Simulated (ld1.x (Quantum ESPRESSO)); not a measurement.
**chlorine: variants of one TM semilocal potential**

Base potential:

chlorine, norm-conserving Troullier–Martins (semilocal form), made with ld1.x (Quantum ESPRESSO) 7.5 (PBEsol, scalar-relativistic). Core [Ne], reference 3s2 3p5. Waves: 3p (bound): rc 1.25 bohr; 3s (bound): rc 1.25 bohr. Local part: the s channel. Core correction: a·sin(br)/r model core, default radius (core density twice the valence density).

All-electron outer shells of the reference configuration (PBEsol, scalar-relativistic, ld1.x):

```csv
shell,level (eV),outermost node (bohr),outermost maximum (bohr)
2s,-252.19,0.12,0.36
2p,-191.42,–,0.30
3s,-20.62,0.56,1.27
3p,-8.56,0.53,1.43
```

Cutoffs, loose and tight: the cutoffs (Ry, on a coarse ladder) from which the occupation-weighted sum of valence levels, in a spherical-Bessel basis at the reference potential, stays within 10 and 1 mRy of its value at 400 Ry. They do not see the model core or the augmentation charge, which bear on the density cutoff. Test errors are all-electron minus pseudo excitation energies from the reference, over the configurations 3s2 3p4; 3s2 3p3; 3s2 3p2; 3s2 3p5.3; 3s1 3p5; 3s1 3p6; 3s2 3p1. A dash means not determined; rows that change the core or the reference have their own tests.

Cutoffs are not given where the Bessel-basis levels miss the radial ones by over 6 mRy, ghosts where they miss by over 20 mRy; a channel whose overlap is not positive is not tested.

In the semilocal form every listed channel keeps its own potential, so the choice of the local channel does not act on these tests. It acts once the file is put into the separable form.

A semilocal file is local in each channel, so a ghost entry of none says nothing of the separable form that plane-wave codes build from it.

The default core radius of the base comes out at 0.79 bohr.

| change | outcome | cutoff, loose | cutoff, tight | bound ghosts | largest test error (meV) |
| --- | --- | --- | --- | --- | --- |
| base | generated | 55 Ry | 80 Ry | none | +191 |
| functional Wu–Cohen | generated | 55 Ry | 80 Ry | none | +190 |
| wave 3p (bound): rc 1.25 bohr becomes 3p (bound): rc 1.92 bohr | generated | 50 Ry | 80 Ry | none | +157 |
| all radii but the core radius scaled by about 1.33 (s 1.66, p 1.66 bohr) | generated | 35 Ry | 55 Ry | none | +296 |
| wave 3s (bound): rc 1.25 bohr becomes 3s (bound): rc 1.32 bohr | generated | 55 Ry | 80 Ry | none | +193 |
| core correction a·sin(br)/r model core inside 1.52 bohr | generated | 55 Ry | 80 Ry | none | +212 |
| core [He], valence charge 15; reference 2s2 2p6 3s2 3p5; waves now 2s (bound): rc 0.50 bohr; 2p (bound): rc 0.80 bohr; local potential the p channel; core correction none | generated, misses its reference levels by 1.48 eV | – | – | none | +8350 |
| core correction a·sin(br)/r model core inside 0.68 bohr | generated | 55 Ry | 80 Ry | none | +191 |
| local potential the p channel | generated | 55 Ry | 80 Ry | none | +191 |

What comes out with this change to the base: reference 3s1.75 3p5.25?

outcome: generated; cutoff, loose: 55 Ry; cutoff, tight: 80 Ry; bound ghosts: none; largest test error (meV): +77.

What comes out with this change to the base: type ultrasoft, which also changes the form from semilocal to separable; waves now 3s (bound): rcut 1.10, rcutus 1.25 bohr; 3s channel at -1 Ry: rcut 1.10, rcutus 1.25 bohr; 3p (bound): rcut 1.10, rcutus 1.25 bohr; 3p channel at -0.2 Ry: rcut 1.10, rcutus 1.25 bohr; local potential all-electron potential smoothed inside 0.95 bohr (lloc = -1); augmentation built from norm-conserving waves at rcut, not smoothed further?

outcome: generated; cutoff, loose: 25 Ry; cutoff, tight: 55 Ry; bound ghosts: none; largest test error (meV): +95.
